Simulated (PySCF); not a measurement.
BeH2O2, SMILES [Be]([OH])[OH].

Geometry: B3LYP-D3(BJ)/def2-TZVP. The values are those of a single conformer.

Method: IEF-PCM-B3LYP/def2-SVP (PySCF 2.14.0).

The values are the electrostatic part of the solvation free energy, E(continuum) − E(gas) at the gas-phase geometry, in a cavity of scaled van der Waals radii (PySCF's table); cavitation and dispersion terms are not included. A continuum can't describe solvent molecules that bind to the metal. In vacuum the orbital gap is 8.06 eV. The dipole moment in vacuum is 1.82 D.

```json
[
 {"solvent": "water", "ε": "78.36", "ΔG(elec) (kcal/mol)": "-8.4", "dipole (D)": "2.13", "gap (eV)": "8.25"},
 {"solvent": "n-hexane", "ε": "1.88", "ΔG(elec) (kcal/mol)": "-3.0", "dipole (D)": "1.92", "gap (eV)": "8.13"},
 {"solvent": "cyclohexanone", "ε": "15.62", "ΔG(elec) (kcal/mol)": "-7.7", "dipole (D)": "2.10", "gap (eV)": "8.23"}
]
```
